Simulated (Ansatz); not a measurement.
Ansatz (an electronic-structure program) input for Ta(O)(OH)(NH2)2 (H5N2O2Ta), SMILES [NH2][Ta]([NH2])(=[O])[OH], multiplicity 1, PBE-D3(BJ)/def2-SVP. 

Ansatz 0.2 input:
```yaml
crystal:
  periodic: [false, false, false]
  atoms:
    - {symbol: Ta, position_ang: [-0.03503751, 0.01484505, 0.00000000]}
    - {symbol: O, position_ang: [-1.74426762, -0.20378171, 0.00000000]}
    - {symbol: O, position_ang: [0.52789786, 1.85138123, 0.00000004]}
    - {symbol: H, position_ang: [0.09674513, 2.70875036, 0.00000006]}
    - {symbol: N, position_ang: [0.63308685, -0.87906075, -1.64587198]}
    - {symbol: H, position_ang: [0.06091534, -1.42207951, -2.28616203]}
    - {symbol: H, position_ang: [1.60345209, -0.91111245, -1.94808695]}
    - {symbol: N, position_ang: [0.63308686, -0.87906081, 1.64587194]}
    - {symbol: H, position_ang: [0.06091536, -1.42207960, 2.28616197]}
    - {symbol: H, position_ang: [1.60345210, -0.91111252, 1.94808690]}
basis:
  gaussian:
    orbitals: def2-SVP
hamiltonian:
  xc: pbe
  dispersion: d3bj
relax: {f_tol: 0.002, max_steps: 200}
```

Log of the run:

```
WARN ansatz: RAYON_NUM_THREADS=1 ignored (pool sized by the plan → 1); use --threads N
Functional definition: PBE
integrals: 0.05 GiB planned
1224 factors; their error is unknown
mean field: 0.32 GiB planned
mean field evaluation 1: about -8673.0644 eV, gradient 1.2e2 eV
mean field evaluation 2: about -8462.9219 eV, gradient 3.0e2 eV
mean field evaluation 4: about -8697.9207 eV, gradient 3.7e1 eV
mean field evaluation 8: about -8700.4322 eV, gradient 1.8e0 eV
mean field evaluation 16: about -8700.3818 eV, gradient 1.6e-2 eV
mean field -8700.38181112 eV, -319.7331342280 hartree, gradient 8.6e-6 eV, S^2 0.000000; 0 other end points of the search recorded, 0 dependent functions left out
the calculation of the forces begins
reference -8700.38187669 eV, -319.7331366376 hartree; 24, 24 occupied and 89, 89 virtual orbitals, 1224 factors
relax step   1: F+E_penalty+E_count = -8700.56947111 eV  Δ(F+E_penalty+E_count) = +0.000e0 eV  max|allowed force component| = 1.038e0 eV/Å  Δτ_max = 0.0000 Å  (35 SCF iters, accepted)
these checks for a lower state are left out or cut short: starts, cluster_reference, orbital_swaps, neighbouring_geometries, increment
integrals: 0.05 GiB planned
1224 factors; their error is unknown
mean field: 0.32 GiB planned
mean field evaluation 32: about -8700.4090 eV, gradient 2.2e-5 eV
mean field -8700.40901085 eV, -319.7341337997 hartree, gradient 2.2e-5 eV, S^2 0.000000; 0 other end points of the search recorded, 0 dependent functions left out
the calculation of the forces begins
reference -8700.40907643 eV, -319.7341362098 hartree; 24, 24 occupied and 89, 89 virtual orbitals, 1224 factors
relax step   2: F+E_penalty+E_count = -8700.59520935 eV  Δ(F+E_penalty+E_count) = -2.574e-2 eV  max|allowed force component| = 1.636e-1 eV/Å  Δτ_max = 0.0255 Å  (32 SCF iters, accepted)
these checks for a lower state are left out or cut short: starts, cluster_reference, orbital_swaps, neighbouring_geometries, increment
integrals: 0.05 GiB planned
1224 factors; their error is unknown
mean field: 0.32 GiB planned
mean field -8700.41032861 eV, -319.7341822265 hartree, gradient 1.7e-5 eV, S^2 0.000000; 0 other end points of the search recorded, 0 dependent functions left out
the calculation of the forces begins
reference -8700.41039419 eV, -319.7341846365 hartree; 24, 24 occupied and 89, 89 virtual orbitals, 1224 factors
relax step   3: F+E_penalty+E_count = -8700.59669021 eV  Δ(F+E_penalty+E_count) = -1.481e-3 eV  max|allowed force component| = 6.195e-2 eV/Å  Δτ_max = 0.0083 Å  (33 SCF iters, accepted)
these checks for a lower state are left out or cut short: starts, cluster_reference, orbital_swaps, neighbouring_geometries, increment
integrals: 0.05 GiB planned
1224 factors; their error is unknown
mean field: 0.32 GiB planned
mean field -8700.41065270 eV, -319.7341941365 hartree, gradient 1.6e-5 eV, S^2 0.000000; 0 other end points of the search recorded, 0 dependent functions left out
the calculation of the forces begins
reference -8700.41071831 eV, -319.7341965476 hartree; 24, 24 occupied and 89, 89 virtual orbitals, 1224 factors
relax step   4: F+E_penalty+E_count = -8700.59711499 eV  Δ(F+E_penalty+E_count) = -4.248e-4 eV  max|allowed force component| = 5.216e-2 eV/Å  Δτ_max = 0.0059 Å  (34 SCF iters, accepted)
these checks for a lower state are left out or cut short: starts, cluster_reference, orbital_swaps, neighbouring_geometries, increment
integrals: 0.05 GiB planned
1224 factors; their error is unknown
mean field: 0.32 GiB planned
mean field -8700.41095244 eV, -319.7342051518 hartree, gradient 1.8e-5 eV, S^2 0.000000; 0 other end points of the search recorded, 0 dependent functions left out
the calculation of the forces begins
reference -8700.41101809 eV, -319.7342075643 hartree; 24, 24 occupied and 89, 89 virtual orbitals, 1224 factors
relax step   5: F+E_penalty+E_count = -8700.59747986 eV  Δ(F+E_penalty+E_count) = -3.649e-4 eV  max|allowed force component| = 4.908e-2 eV/Å  Δτ_max = 0.0133 Å  (33 SCF iters, accepted)
these checks for a lower state are left out or cut short: starts, cluster_reference, orbital_swaps, neighbouring_geometries, increment
integrals: 0.05 GiB planned
1224 factors; their error is unknown
mean field: 0.32 GiB planned
mean field evaluation 64: about -8700.4111 eV, gradient 1.6e-5 eV
mean field -8700.41112227 eV, -319.7342113930 hartree, gradient 1.6e-5 eV, S^2 0.000000; 0 other end points of the search recorded, 0 dependent functions left out
the calculation of the forces begins
reference -8700.41118796 eV, -319.7342138068 hartree; 24, 24 occupied and 89, 89 virtual orbitals, 1224 factors
relax step   6: F+E_penalty+E_count = -8700.59765697 eV  Δ(F+E_penalty+E_count) = -1.771e-4 eV  max|allowed force component| = 2.636e-2 eV/Å  Δτ_max = 0.0101 Å  (34 SCF iters, accepted)
these checks for a lower state are left out or cut short: starts, cluster_reference, orbital_swaps, neighbouring_geometries, increment
integrals: 0.05 GiB planned
1224 factors; their error is unknown
mean field: 0.32 GiB planned
mean field -8700.41117679 eV, -319.7342133964 hartree, gradient 1.6e-5 eV, S^2 0.000000; 0 other end points of the search recorded, 0 dependent functions left out
the calculation of the forces begins
reference -8700.41124249 eV, -319.7342158108 hartree; 24, 24 occupied and 89, 89 virtual orbitals, 1224 factors
relax step   7: F+E_penalty+E_count = -8700.59769116 eV  Δ(F+E_penalty+E_count) = -3.419e-5 eV  max|allowed force component| = 2.248e-3 eV/Å  Δτ_max = 0.0043 Å  (34 SCF iters, accepted)
these checks for a lower state are left out or cut short: starts, cluster_reference, orbital_swaps, neighbouring_geometries, increment
integrals: 0.05 GiB planned
1224 factors; their error is unknown
mean field: 0.32 GiB planned
mean field -8700.41118344 eV, -319.7342136408 hartree, gradient 1.2e-5 eV, S^2 0.000000; 0 other end points of the search recorded, 0 dependent functions left out
the calculation of the forces begins
reference -8700.41124913 eV, -319.7342160550 hartree; 24, 24 occupied and 89, 89 virtual orbitals, 1224 factors
relax step   8: F+E_penalty+E_count = -8700.59769262 eV  Δ(F+E_penalty+E_count) = -1.456e-6 eV  max|allowed force component| = 1.300e-3 eV/Å  Δτ_max = 0.0011 Å  (24 SCF iters, accepted)
integrals: 0.05 GiB planned
1224 factors; their error is unknown
mean field: 0.32 GiB planned
mean field evaluation 96: about -8700.4112 eV, gradient 1.6e-2 eV
mean field -8700.41118344 eV, -319.7342136408 hartree, gradient 1.2e-5 eV, S^2 0.000000; 1 other end points of the search recorded, 0 dependent functions left out
the calculation of the forces begins
reference -8700.41124913 eV, -319.7342160550 hartree; 24, 24 occupied and 89, 89 virtual orbitals, 1224 factors
Total energy: -8700.59775831 eV, -319.7410701410 hartree
Atom 0 at    -0.034213     0.021896    -0.000000 Å, force     0.001300    -0.000141    -0.000000 eV/Å
Atom 1 at    -1.763663    -0.189976     0.000000 Å, force    -0.000611    -0.000174    -0.000000 eV/Å
Atom 2 at     0.554794     1.868026     0.000000 Å, force     0.000072    -0.001079     0.000000 eV/Å
Atom 3 at     0.068355     2.708713     0.000000 Å, force    -0.000323     0.000465    -0.000000 eV/Å
Atom 4 at     0.633791    -0.878785    -1.657039 Å, force     0.000043     0.001248     0.000679 eV/Å
Atom 5 at     0.060189    -1.433933    -2.299336 Å, force    -0.000342    -0.000439    -0.000301 eV/Å
Atom 6 at     1.613506    -0.918266    -1.957812 Å, force     0.000081    -0.000344    -0.000029 eV/Å
Atom 7 at     0.633791    -0.878785     1.657039 Å, force     0.000043     0.001248    -0.000679 eV/Å
Atom 8 at     0.060189    -1.433933     2.299336 Å, force    -0.000342    -0.000439     0.000301 eV/Å
Atom 9 at     1.613506    -0.918267     1.957812 Å, force     0.000081    -0.000344     0.000029 eV/Å
Dipole moment:     0.575560    -0.040144    -0.000000 e Å
```

The calculation finished and met its thresholds.
